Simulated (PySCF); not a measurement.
Computed with TPSSh-D3(BJ)/def2-TZVP // r2SCAN-D4/def2-SVP run with PySCF 2.14.0. Isolated molecules, 0 K electronic values unless said otherwise. One relaxed conformer stands for a flexible species; it need not be the lowest. 

Reference species: [Cd(F)2] (neutral, multiplicity 1).

```yaml
coordination_number: 2
charge on the central atom (Mulliken): 1.07 e
LUMO: -2.75 eV
```

Changed species: [Cd(F)(OH)] (1 of 2 F replaced by OH; the reference has 0 of 2 F replaced by OH).

Give the shifts of the coordination number, charge on the central atom (Mulliken) and LUMO.

the coordination number stays essentially unchanged; the charge on the central atom (Mulliken) drops by 0.12 e, to 0.95 e; the LUMO rises by 0.50 eV, to -2.25 eV.
